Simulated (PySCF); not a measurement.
# Computed records: BClH4Si2

All values are calculated (PySCF 2.14.0). Calculation on a computer-drawn molecule: the log of a Hartree-Fock and frozen-core CCSD(T) single point meant for a local Hartree-Fock minimum, with one planted fault or none, to be diagnosed. Offsets are logged minus clean, where the clean run is the same molecule without the fault. The reference is restricted for singlets and unrestricted otherwise, and also for a bond in bohr or an excited solution. Adding or removing an electron swaps singlet and doublet. The excited solution moves the top pair (singlet) or top alpha electron (doublet) to the lowest empty orbital. Highest occupied and lowest empty are orbital energies over both spins, largest force is the largest gradient component, triples share is (T) over the correlation energy, the T1 limit is 0.02 restricted and 0.045 unrestricted, electrons count all cores, a negative frequency is imaginary (commonest isotopes), and the dipole is about the centre of nuclear charge.

```xyz
8
formula=BClH4Si2 meant_charge=0 meant_multiplicity=1 meant_basis=cc-pV(D+d)Z logged_electrons=54 logged_basis_functions=103 logged_SCF_converged=yes logged_spin_squared=0 logged_highest_occupied=-8.8302 logged_lowest_empty=0.21387 logged_largest_force=1.987e-05 logged_lowest_frequency=64.509 logged_T1_diagnostic=0.016807 logged_D1_diagnostic=0.055883 logged_triples_share=0.030286 logged_CC_converged=yes logged_dipole_magnitude=0.8582 logged_SCF_stable_within_its_kind=yes logged_energy_HF=-1064.34519 logged_energy_CCSD(T)=-1064.82584 possible_faults=no_fault,one_electron_removed,one_electron_added,multiplicity_raised_by_two,geometry_at_a_saddle_point,SCF_held_on_an_excited_solution,minimal_basis_STO-3G,one_bond_length_entered_in_bohr,all_coordinates_scaled
Si     0.1935    -3.3760    -1.6497
B      0.2028    -1.4114    -1.1309
Si    -1.2809    -0.3494    -0.1944
Cl     1.6720    -0.4950    -1.5835
H      0.7605    -3.7586    -0.2942
H     -0.7377     0.2936     1.0262
H     -2.4131    -1.2279     0.1951
H     -1.7935     0.6969    -1.1129
```

Units: logged_highest_occupied, logged_lowest_empty in eV; logged_largest_force in hartree/bohr; logged_lowest_frequency in cm⁻¹; logged_dipole_magnitude in debye; logged_energy_HF, logged_energy_CCSD(T) in hartree.

Drawn bonds:
```
atom  other atom  order
   1           2      1
   2           3      1
   2           4      1
   1           5      1
   3           6      1
   3           7      1
   3           8      1
```

To be estimated
1. Which fault was planted in the run of BClH4Si2?

## Answers
1. no fault

Further results for BClH4Si2:

- HF energy offset from clean run: 0 kcal/mol
- CCSD(T) energy offset from clean run: 0 kcal/mol
